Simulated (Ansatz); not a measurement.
C4H6Zn (`C=[CH][Zn][CH]=C`) at its PBE0-D4/def2-TZVP geometry, where that method's forces vanish. Total charge 0; spin multiplicity 1.

```xyz
11

C    -1.8455    1.8232   -0.9333
C    -1.0868    0.8511   -1.4411
Zn   -0.0683   -0.3871   -0.3734
C     0.9553   -1.5963    0.7223
C     1.9530   -1.2144    1.5206
H    -1.9487    1.9891    0.1365
H    -2.4092    2.5116   -1.5616
H    -1.0623    0.7843   -2.5296
H     0.7306   -2.6637    0.7167
H     2.5136   -1.9202    2.1320
H     2.2684   -0.1776    1.6109
```

(1) What forces (eV/Å) does ωB97M-V/def2-TZVPP give on these atoms in the Gaussian-basis code of Ansatz? (Estimate.)

## Answers

(1) Computed: 
```
C1  -0.040  0.050  0.006
C2  -0.009  0.007 -0.075
Zn3  0.004  0.021  0.020
C4  -0.003 -0.075  0.010
C5   0.049 -0.001  0.042
H6   0.015 -0.024 -0.086
H7   0.057 -0.070  0.048
H8  -0.024  0.036  0.087
H9   0.045  0.082  0.027
H10 -0.059  0.056 -0.061
H11 -0.034 -0.082 -0.017
```
